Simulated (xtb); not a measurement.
C$_{4}$F$_{5}$ (SMILES FC1=[C]C(F)(F)C1(F)F), doublet, at a GFN2-xTB geometry; xtb with GFN2-xTB.

xtb was given this input:
```
$ xtb mol.xyz --gfn 2 --chrg 0 --uhf 1 --json

# file mol.xyz
9

F      2.52928212    -0.24393411    -0.30729578
C      1.23940728    -0.40507442    -0.22407840
C      0.36208998    -1.38200037    -0.39072110
C     -0.87156126    -0.57972548    -0.06496246
F     -1.55611753    -0.92649574     1.02729554
F     -1.75660355    -0.39268928    -1.04659990
C      0.15556950     0.60732401     0.14128194
F     -0.00441458     1.63687873    -0.70162866
F      0.19751655     1.09922457     1.38721548
```

Output, abridged:

```
   ID    Z sym.   atoms
    1    9 F      1, 5, 6, 8, 9
    2    6 C      2-4, 7

           -------------------------------------------------
          |                Calculation Setup                |
           -------------------------------------------------

           -------------------------------------------------
          |                 G F N 2 - x T B                 |
           -------------------------------------------------

          ...................................................
          :                      SETUP                      :
          :.................................................:
          :  # basis functions                  36          :
          :  # atomic orbitals                  36          :
          :  # shells                           18          :
          :  # electrons                        51          :
          :  max. iterations                   250          :
          :  Hamiltonian                  GFN2-xTB          :
          :  restarted?                      false          :
          :  GBSA solvation                  false          :
          :  PC potential                    false          :
          :  electronic temp.          300.0000000     K    :
          :  accuracy                    1.0000000          :
          :  -> integral cutoff          0.2500000E+02      :
          :  -> integral neglect         0.1000000E-07      :
          :  -> SCF convergence          0.1000000E-05 Eh   :
          :  -> wf. convergence          0.1000000E-03 e    :
          :  Broyden damping             0.4000000          :
          :  net charge                          0          :
          :  unpaired electrons                  1          :
          ...................................................

 iter      E             dE          RMSdq      gap      omega  full diag
   1    -32.1339508 -0.321340E+02  0.534E+00    3.61       0.0  T
   2    -32.1480492 -0.140984E-01  0.395E+00    3.18       1.0  T
   3    -32.1716079 -0.235587E-01  0.230E+00    3.69       1.0  T
   4    -32.1941018 -0.224939E-01  0.765E-01    3.30       1.0  T
   5    -32.1968669 -0.276507E-02  0.127E-01    3.41       1.0  T
   6    -32.1968777 -0.108090E-04  0.679E-02    3.40       1.0  T
   7    -32.1968791 -0.143183E-05  0.169E-02    3.40       2.0  T
   8    -32.1968804 -0.122840E-05  0.508E-03    3.40       6.6  T
   9    -32.1968806 -0.259039E-06  0.170E-03    3.40      19.6  T
  10    -32.1968806  0.150719E-07  0.181E-03    3.40      18.4  T
  11    -32.1968806 -0.208119E-07  0.285E-04    3.40     116.8  T
  12    -32.1968806 -0.806310E-09  0.650E-05    3.40     513.1  T

   *** convergence criteria satisfied after 12 iterations ***

         :::::::::::::::::::::::::::::::::::::::::::::::::::::
         ::                     SUMMARY                     ::
         :::::::::::::::::::::::::::::::::::::::::::::::::::::
         :: total energy             -32.048034546350 Eh    ::
         :: gradient norm              0.000038913574 Eh/a0 ::
         :: HOMO-LUMO gap              3.404297058623 eV    ::
         ::.................................................::
         :: SCC energy               -32.196877600899 Eh    ::
         :: -> isotropic ES            0.056400372345 Eh    ::
         :: -> anisotropic ES          0.004488551189 Eh    ::
         :: -> anisotropic XC         -0.027324961051 Eh    ::
         :: -> dispersion             -0.005717185882 Eh    ::
         :: repulsion energy           0.148843054549 Eh    ::
         :: add. restraining           0.000000000000 Eh    ::
         :: total charge              -0.000000000000 e     ::
         :::::::::::::::::::::::::::::::::::::::::::::::::::::

           -------------------------------------------------
          |                Property Printout                |
           -------------------------------------------------

    * Orbital Energies and Occupations

         #    Occupation            Energy/Eh            Energy/eV
      -------------------------------------------------------------
         1        2.0000           -0.9162185             -24.9316
       ...           ...                  ...                  ...
        14        2.0000           -0.6255942             -17.0233
        15        2.0000           -0.6137301             -16.7004
        16        2.0000           -0.5931822             -16.1413
        17        2.0000           -0.5888896             -16.0245
        18        2.0000           -0.5822056             -15.8426
        19        2.0000           -0.5748527             -15.6425
        20        2.0000           -0.5731227             -15.5955
        21        2.0000           -0.5657006             -15.3935
        22        2.0000           -0.5597624             -15.2319
        23        2.0000           -0.5502413             -14.9728
        24        2.0000           -0.5113911             -13.9157
        25        2.0000           -0.5066349             -13.7862
        26        1.0000           -0.4417764             -12.0213 (HOMO)
        27                         -0.3166708              -8.6171 (LUMO)
        28                         -0.0937052              -2.5498
        29                         -0.0658651              -1.7923
        30                         -0.0352068              -0.9580
        31                         -0.0270135              -0.7351
        32                          0.0457814               1.2458
        33                          0.1078654               2.9352
        34                          0.1461437               3.9768
        35                          0.1727185               4.6999
        36                          0.6094864              16.5850
      -------------------------------------------------------------
                  HL-Gap            0.1251056 Eh            3.4043 eV
             Fermi-level           -0.4267146 Eh          -11.6115 eV

     #   Z          covCN         q      C6AA      α(0)
     1   9 F        0.785    -0.108    10.330     3.796
     2   6 C        2.991     0.171    24.311     8.088
     3   6 C        2.307    -0.088    31.848     9.164
     4   6 C        3.763     0.344    15.583     5.627
     5   9 F        0.787    -0.161    10.844     3.890
     6   9 F        0.787    -0.161    10.844     3.890
     7   6 C        3.860     0.332    15.671     5.630
     8   9 F        0.786    -0.164    10.874     3.895
     9   9 F        0.786    -0.164    10.874     3.895

 Mol. C6AA /au·bohr⁶  :       1197.637654
 Mol. C8AA /au·bohr⁸  :      27536.246369
 Mol. α(0) /au        :         47.875185

Wiberg/Mayer (AO) data.
largest (>0.10) Wiberg bond orders for each atom

 ---------------------------------------------------------------------------
     #   Z sym  total        # sym  WBO       # sym  WBO       # sym  WBO
 ---------------------------------------------------------------------------
     1   9 F    1.255 --     2 C    1.053     3 C    0.148
     2   6 C    3.897 --     3 C    1.840     1 F    1.053     7 C    0.892
     3   6 C    3.226 --     2 C    1.840     4 C    0.963     1 F    0.148
     4   6 C    3.877 --     5 F    0.982     6 F    0.982     3 C    0.963
                             7 C    0.854
     5   9 F    1.130 --     4 C    0.982
     6   9 F    1.130 --     4 C    0.982
     7   6 C    3.867 --     9 F    0.971     8 F    0.971     2 C    0.892
                             4 C    0.854
     8   9 F    1.117 --     7 C    0.971
     9   9 F    1.117 --     7 C    0.971
 ---------------------------------------------------------------------------

Topologies differ in total number of bonds
Writing topology from bond orders to xtbtopo.mol

molecular dipole:
                 x           y           z       tot (Debye)
 q only:        0.305      -0.295      -0.106
   full:        0.376      -0.205      -0.089       1.112
molecular quadrupole (traceless):
                xx          xy          yy          xz          yz          zz
 q only:       -1.198      -0.796       0.709      -0.046       0.144       0.489
  q+dip:       -1.000      -0.461       1.744      -0.113       0.737      -0.745
   full:       -1.565      -0.853       1.239      -0.046       0.341       0.327

           -------------------------------------------------
          | TOTAL ENERGY              -32.048034546350 Eh   |
          | GRADIENT NORM               0.000038913574 Eh/α |
          | HOMO-LUMO GAP               3.404297058623 eV   |
           -------------------------------------------------

normal termination of xtb
```
